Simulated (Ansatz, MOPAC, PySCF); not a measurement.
Dimer: HBr (SMILES Br) (first 2 atoms) with H4OSi (SMILES O[SiH3]); geometry from B3LYP-D3(BJ)/def2-TZVP, rigid monomers moved along the line of their centres of mass till H2···O3 is 2.17 Å.
(charge 0, multiplicity 1):
| atom | x (Å) | y (Å) | z (Å) |
|---|---|---|---|
| Br | -0.6094 | -1.1556 | -0.0208 |
| H | -0.1549 | -0.4227 | 1.1354 |
| O | 0.4631 | 0.5919 | 2.9523 |
| Si | -0.0418 | 0.2259 | 4.4970 |
| H | 1.1478 | 1.2539 | 2.8255 |
| H | 1.0869 | -0.2815 | 5.3105 |
| H | -1.0715 | -0.8138 | 4.3251 |
| H | -0.6088 | 1.4234 | 5.1585 |

Monomers are frozen at their geometry in the pair; levels with a basis set take the counterpoise correction. Rows marked so take none.

Frozen-core correlation. Filled d and f shells under p-block atoms count as core. Rows in 6-31G*, LANL2DZ carry no dispersion term and start afresh at each structure (6-31G* with six Cartesian d functions); the Pople sets are all-electron and without relativity. MP2/6-31G* freezes PySCF's default core, which leaves 3d correlated. LANL2DZ brings its own core potentials from Na on. The state reached by PM3 isn't checked.

Codes used: Ansatz (a quantum-chemistry and plane-wave program) with Gaussian orbitals; MOPAC for PM3 (differences of heats of formation); PySCF for 6-31G* rows, LANL2DZ rows, the dispersion terms. 

```csv
level,interaction energy (kJ/mol)
PM3,-14.5
HF/def2-TZVPPD,-10.9
BP86/6-31G* (no counterpoise),-19.5
r2SCAN-D4/def2-TZVPPD,-17.8
B3LYP/LANL2DZ (no counterpoise),-25.3
M06-2X/6-31G* (no counterpoise),-23.8
MP2/6-31G* (no counterpoise),-23.6
MP2/def2-TZVPPD,-17.0
CCSD(T)/def2-TZVPPD,?
```

Problem. What belongs in the gaps?

Solution. 
- CCSD(T)/def2-TZVPPD, interaction energy (kJ/mol): -15.8
